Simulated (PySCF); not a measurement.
Coordinates in bohr (charge 0 multiplicity 1):
```
Au   -0.0139    0.0000    0.0000
H     2.8060    0.0055    0.0001
H    -0.0466    3.0843    0.0000
H    -0.0345   -3.0844    0.0000
```

Computed with PBE0/[Au x2c-TZVPall, H x2c-TZVPall], spin-free X2C, density fitting, no spin–orbit coupling, PySCF.

This geometry of AuH₃ is a stationary point at this level.

Problem. What is the point group?

Solution. C2v.

Problem. Is it a minimum?

Solution. No: it has 1 imaginary mode, at 465i cm⁻¹ (b2).

Problem. Which band is strongest in the infrared?

Solution. 1906 cm⁻¹ (b2), 602 km/mol.

Problem. Give the atomic charges and bond orders.

Solution. 
```csv
atom,Mulliken,Löwdin,polar tensor,Mayer order to Au1
Au1,-0.18,0.16,0.31,–
H2,0.18,0.06,0.15,1.01
"H3,4",0.00,-0.11,-0.23,0.81
```

Stability towards spin polarisation was not tested. This need not be the most stable arrangement of these atoms. Spin–orbit coupling, left out here, can matter for elements this heavy.
